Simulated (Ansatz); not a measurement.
All numbers were calculated with Ansatz.

Basis-set series for C₂H₃In (`C#[C][InH2]`). The species carries charge 0 and has multiplicity 1. In: def2 effective core potential. Geometry: relaxed with PBE0-D4/def2-TZVP.

```csv
functional,basis,functions,energy (Eh),HOMO (eV),LUMO (eV)
PBE0-D4,def2-TZVPP,154,-267.98009,-7.76,-2.00
PBE0-D4,def2-QZVPP,286,-267.98614,-7.77,-2.01
ωB97M-V,def2-TZVPP,154,-267.99334,-9.97,-0.46
ωB97M-V,def2-QZVPP,286,-267.99899,-9.98,-0.49
```

Question: Give the rows for def2-SVP. (Best estimate.)

Answer: The calculation gave: 
```json
{"functional": "PBE0-D4", "basis": "def2-SVP", "functions": "69", "energy (Eh)": "-267.88265", "HOMO (eV)": "-7.70", "LUMO (eV)": "-1.94"}
{"functional": "ωB97M-V", "basis": "def2-SVP", "functions": "69", "energy (Eh)": "-267.89078", "HOMO (eV)": "-9.88", "LUMO (eV)": "-0.32"}
```
